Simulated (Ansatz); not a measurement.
Calculated with Ansatz (gas phase, PBE0-D4/def2-TZVP geometries, no zero-point term in ΔE). CBS: MP2 limit from def2 TZ/QZ plus the TZ coupled-cluster correction, frozen cores. This one scheme is used for every species. Functionals use def2-TZVPP. B3LYP here is the variant with VWN-RPA as its local correlation; programs differ in this. Triplets are unrestricted, without spin–orbit coupling. For Ga outer-core shells are correlated without core-valence functions, which leaves a few kJ/mol of doubt a bond. Scalar relativity is left out up to krypton. Each species was taken in one conformer, which may not be the lowest.

Consider the formal loss of a carbene: `C[O][Ga]([OH])[O]C` → `[CH2]` (triplet) + `C[O][Ga]([OH])[OH]`.

(1) Is it downhill or uphill in electronic energy at CCSD(T)/CBS, and by how much? (An estimate is asked.)

(2) What do these levels give: PBE-D4, B3LYP-D4, ωB97M-V, B2PLYP, r2SCAN, PBE0, B3LYP, MP2/def2-TZVPP, CCSD/def2-TZVPP, MP2/def2-QZVPP, HF/CBS(def2), MP2/CBS(def2)? (Estimate.)

Largest T1 diagnostic among the species: 0.014.

## Answers

(1) Computed: Uphill: ΔE = +88.9 kcal/mol.

(2) Ansatz gave: PBE-D4 91.3, B3LYP-D4 89.0, ωB97M-V 90.0, B2PLYP 87.7, r2SCAN 83.9, PBE0 87.6, B3LYP 86.8, MP2/def2-TZVPP 88.6, CCSD/def2-TZVPP 84.4, MP2/def2-QZVPP 89.8, HF/CBS(def2) 56.6, MP2/CBS(def2) 90.6 kcal/mol.

From PBE to PBE0 (25 % exact exchange), in def2-TZVPP and without D4, ΔE moves by −2.2 kcal/mol. In def2-TZVPP, CCSD(T) changes the Hartree–Fock value by +30.4 kcal/mol (the triples alone add +2.5 kcal/mol) and MP2 by +32.1 kcal/mol. The D4 term adds +2.3 kcal/mol with B3LYP and +1.2 kcal/mol with PBE0; it sums over pairs of atoms, weighted by their polarisabilities, and B3LYP, whose exchange is more repulsive, gets the larger term.
